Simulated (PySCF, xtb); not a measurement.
C2H9NSi3, SMILES [Si@H]1([SiH3])CN=C[SiH2]1. One conformer was computed; it need not be the lowest.

Harmonic wavenumbers (cm⁻¹) from GFN2-xTB (xtb) at its own minimum, in rising order: 24, 42, 90, 133, 304, 309, 363, 395, 431, 442, 500, 525, 538, 561, 605, 621, 668, 718, 767, 782, 804, 813, 824, 839, 992, 1157, 1219, 1274, 1449, 1704, 2100, 2211, 2222, 2230, 2233, 2242, 2917, 2948, 3001.

### Question
What does B3LYP-D3(BJ)/def2-SVP (PySCF 2.14.0) give at its own minimum? (The exact figures need the calculation; the answer reports its results.)

### Answer
26, 92, 94, 134, 313, 325, 399, 429, 467, 502, 541, 553, 582, 621, 660, 678, 706, 796, 819, 883, 909, 933, 943, 946, 948, 1204, 1222, 1315, 1408, 1688, 2200, 2203, 2210, 2211, 2215, 2217, 3035, 3061, 3074. Paired by order, the mean absolute difference is 50 cm⁻¹ and the zero-point energies are 60.0 and 62.3 kcal/mol.
